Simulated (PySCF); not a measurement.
## How good is the calculation?

Bonds (- single, = double, # triple, : aromatic): O1=C2 1.203 Å, C2-C3 1.469 Å, C3:C4 1.397 Å, C4:C5 1.382 Å, C5:C6 1.390 Å, C6:N7 1.323 Å, N7:C8 1.318 Å, C8:C3 1.396 Å. C2 carries H9; C4 carries H10; C5 carries H11; C6 carries H12; C8 carries H13.

Published estimates (parent shift plus substituent increments) and measurements: δ $^{13}$C C6 155.2; C8 152.2; C4 135.7; C3 131.5; C5 124.2; δ $^{1}$H H13 9.11; H12 8.87; H10 8.20; H11 7.55 ppm (estimated from measurements, as parent shift plus tabulated substituent increment; solution, not stated per compound (mostly CDCl3 or CCl4); Pretsch, Buehlmann, Badertscher, Structure Determination of Organic Compounds, 4th ed. (2009)).

- geometry from GFN2-xTB
- GIAO PBE0/pcSseg-1 shieldings
- code: PySCF 2.14.0 with density-fitted response routines
- one computed conformer, no solvent model, no relativistic terms

(1) Set the calculated values beside the experiment.

(2) How far are the unscaled $^{13}$C shifts from the references?

(3) How far are the unscaled $^{1}$H shifts from the references?

## Answers

(1) 
Reference values: estimated from measurements, as parent shift plus tabulated substituent increment (solution, not stated per compound (mostly CDCl3 or CCl4); Pretsch, Buehlmann, Badertscher, Structure Determination of Organic Compounds, 4th ed. (2009)).
```tsv
atoms	quantity	reference	computed	computed, scaled
C6	δ $^{13}$C	155.2	160.7	154.5
C8	δ $^{13}$C	152.2	160.9	154.6
C4	δ $^{13}$C	135.7	141.6	135.8
C3	δ $^{13}$C	131.5	135.2	129.6
C5	δ $^{13}$C	124.2	128.9	123.4
H13	δ $^{1}$H	9.11	9.21	8.77
H12	δ $^{1}$H	8.87	9.17	8.74
H10	δ $^{1}$H	8.20	8.70	8.29
H11	δ $^{1}$H	7.55	7.67	7.33
```

Computed shifts are σ(ref) − σ with the named reference compound (TMS for H and C) calculated as an isolated molecule at the same level. The measured values may be among those fitted. Expected solution values come from regression of measured δ (H and C: mostly CDCl3, vs TMS) on computed σ: $^{13}$C (scatter 2.1 ppm rms, 2.3 ppm with the 13 outliers that the fit left out); $^{1}$H (scatter 0.17 ppm rms, 0.18 ppm with the 4 outliers that the fit left out). Occasional misses reach two or three times the rms, and more in compound classes unlike the fitted ones.

(2) Mean signed difference +5.70 ppm, mean absolute 5.70 ppm over 5 comparisons; the largest is +8.7 ppm at C8 (aromatic CH next to a ring nitrogen).

(3) Mean signed difference +0.26 ppm, mean absolute 0.26 ppm over 4 comparisons; the largest is +0.50 ppm at H10 (hydrogen on an aromatic CH).
